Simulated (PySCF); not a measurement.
## Mn⁺ (manganese, charge +1) across methods

[Ar] 3d4 4s1 4p1, one real determinant (an excited configuration). Computed with PySCF 2.14 in x2c-QZVPPall, with scalar relativity by spin-free X2C-1e.

```csv
method,E (hartree),mean ε 3d α (eV),mean ε 4s α (eV),mean ε 4p α (eV),Σ⟨r²⟩ (bohr²),⟨S²⟩
M06-2X,-1157.921,-28.202,-16.998,-11.476,32.35,12.001
PBE0,-1157.712,-25.674,-16.104,-10.711,32.46,12.001
UHF,-1156.84414,-32.908,-18.778,-12.934,32.94,12.001
LDA,-1155.465,-23.169,-15.264,-9.834,32.37,12.000
B3LYP,-1157.943,-25.087,-15.845,-10.404,32.48,12.001
r2SCANh,-1157.891,-24.624,-15.752,-10.326,32.30,12.001
PBE,-1157.675,-23.024,-15.061,-9.809,32.50,12.000
wB97X,-1157.922,-27.908,-18.222,-12.696,32.58,12.001
r2SCAN,-1157.897,-23.630,-15.366,-10.002,32.28,12.001
```

⟨L²⟩ = 8.01 against 12 for a pure F term, so this real determinant mixes terms.
